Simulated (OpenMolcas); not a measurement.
## GaClF (SMILES [F][Ga][Cl]): methods side by side

The species is GaClF (3 atoms), meant as a doublet with charge 0. SMILES: `[F][Ga][Cl]`. The coordinates come from a PBE0-D4/def2-TZVP relaxation.

```xyz
3

F    -1.4211    0.2959   -0.7548
Ga    0.0664    0.6496    0.1122
Cl    1.3439   -1.0103    0.6293
```

Quantity: the energy change with the F1–Ga2 bond stretched from 1.758 to 2.021 Å, in eV. The values are calculated.

```tsv
level	kind	program	value (eV)	CPU time (all runs)
UHF/cc-pVTZ	Hartree–Fock	OpenMolcas	0.70	85 s
USVWN5/cc-pVTZ	LDA	OpenMolcas	0.55	91 s
UBLYP/cc-pVTZ	GGA	OpenMolcas	0.32	2.3 min
UPBE/cc-pVTZ	GGA	OpenMolcas	0.39	2 min
UTPSS/cc-pVTZ	meta-GGA	OpenMolcas	0.43	2.3 min
UB3LYP/cc-pVTZ	global hybrid	OpenMolcas	0.45	1.7 min
UBHLYP/cc-pVTZ	global hybrid	OpenMolcas	0.60	1.7 min
UM06-2X/cc-pVTZ	hybrid meta-GGA	OpenMolcas	0.57	2 min
```

All-electron rows without a relativistic Hamiltonian named are non-relativistic. The first shape isn't each level's own minimum. The values span 0.32 to 0.70 eV. CPU times are rough (shared hosts, several kinds of processor): they show what a rung costs within a factor of a few.
